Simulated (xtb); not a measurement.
xtb input:

```bash
xtb mol.xyz --gfn 2 --sp --chrg 1 --uhf 0
```
mol.xyz:
```
9

C     -3.03452604     0.33928111    -0.42949940
O     -1.86366197    -0.44008556     0.10764421
B     -0.43868265    -0.13488482     0.04326278
I      0.75598847    -1.58208946     0.96477536
I      0.13504441     1.61901639    -0.91687415
H     -2.89577838     0.41008247    -1.50174863
H     -3.91012472    -0.24295628    -0.16386176
H     -3.01688996     1.30521930     0.06104575
H     -2.09208462    -1.27005092     0.56532946
```

What final total energy does it print?

-16.69845 Eh (GFN2-xTB).

It need not be the lowest isomer of its formula.
